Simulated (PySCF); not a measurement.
Computed shifts of a molecule C₃H₅ClOSi, PySCF with PBE0/pcSseg-1, GIAO, gas phase, atoms alike by connectivity averaged where their shifts nearly agree, in ppm (number of nuclei): ¹³C: 225.6 (1), 108.6 (1), 89.7 (1). ²⁹Si: -30.5 (1). ¹H: 5.78 (1), 5.68 (1), 5.20 (1), 5.06 (1), 1.51 (1). References: ¹³C against TMS (σ = 186.3 ppm); ³⁵Cl against HCl (σ = 945.9 ppm); ²⁹Si against TMS (σ = 352.7 ppm); ¹⁷O against H2O (σ = 334.2 ppm); ¹H against TMS (σ = 31.56 ppm), references at their B3LYP-D3(BJ)/def2-TZVP geometries, non-relativistic (without spin–orbit terms, shifts of atoms bonded to Cl or Br come out too high). Geometry optimised at B3LYP-D3(BJ)/def2-SVP. One conformer was computed; it need not be the lowest.

**Question.** Which molecule gave these data?
(A) Cl[SiH2][C@@H]1C=CO1
(B) O[Si@@H]1C=C(Cl)C1
(C) C#CCO[SiH2]Cl
(D) C=C=C(Cl)[SiH2]O

**Answer.** D, C=C=C(Cl)[SiH2]O
